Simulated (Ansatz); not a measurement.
`F[Si](Cl)(Cl)[O][GeH3]` + H₂ → `F[SiH](Cl)[O][GeH3]` + HCl at 500 K and 1 bar (hydrogenolysis of the Si–Cl bond).

Gas-phase electronic energies from Ansatz, PBE0-D4/def2-TZVP geometries. CCSD(T)/CBS adds triple-zeta CCSD(T) − MP2 to the extrapolated MP2 energy (def2 sets, frozen cores). This one scheme is used for every species. For Ge outer-core shells are correlated without core-valence functions, which leaves a few kJ/mol of doubt a bond. Scalar relativity is left out up to krypton. Each species was taken in one conformer, which may not be the lowest.

```json
{"species": "`F[Si](Cl)(Cl)[O][GeH3]`", "CCSD(T)/CBS energy (Eh)": "-3461.76595", "H − E (kJ/mol)": "147.9", "S (J/(mol·K))": "497.6"}
{"species": "H₂", "CCSD(T)/CBS energy (Eh)": "-1.17544", "H − E (kJ/mol)": "41.0", "S (J/(mol·K))": "145.5"}
{"species": "`F[SiH](Cl)[O][GeH3]`", "CCSD(T)/CBS energy (Eh)": "-3002.53092", "H − E (kJ/mol)": "159.9", "S (J/(mol·K))": "456.8"}
{"species": "HCl", "CCSD(T)/CBS energy (Eh)": "-460.38127", "H − E (kJ/mol)": "32.5", "S (J/(mol·K))": "201.9"}
```

H − E and S are ideal-gas, rigid-rotor, harmonic terms from PBE0-D4/def2-TZVP, for one conformer and one mirror image of each species. The MP2-based limit puts H₂ 0.8 mEh under its directly extrapolated value; such offsets cancel only in part. 1 Eh = 2625.50 kJ/mol, R = 8.31446 J/(mol·K).

Task: By hand: ΔE, ΔH, ΔS and ΔG.

Result: ΔE = (-3002.53092) + (-460.38127) − (-3461.76595) − (-1.17544) = 0.02920 Eh = 76.7 kJ/mol. Δ(H − E) = 159.9 + 32.5 − 147.9 − 41.0 = 3.5, so ΔH = 80.2 kJ/mol. ΔS = 456.8 + 201.9 − 497.6 − 145.5 = 15.6 J/(mol·K). ΔG = 80.2 − 500 × (15.6)/1000 = 72.4 kJ/mol.

Task: By hand: the equilibrium constant, and the temperature at which ΔG would vanish if ΔH and ΔS stayed fixed.

Result: log₁₀ K = −ΔG/(RT ln 10) = -7.6. ΔG = 0 at ΔH/ΔS = 5141 K, far beyond where these terms or the molecules hold.

ΔH outweighs TΔS. A doubt of 5 kJ/mol in ΔE shifts log₁₀ K by 0.5 here. Other conformers and mirror images would add mixing entropy, several J/(mol·K) or more a flexible species. Modes under 60 cm⁻¹, often nearly free rotors, make the harmonic entropy too high. These are equilibria of isolated gas molecules and say nothing of rates. Largest T1 diagnostic: 0.011 (customary marks: 0.02 for closed shells, 0.045 for open ones).
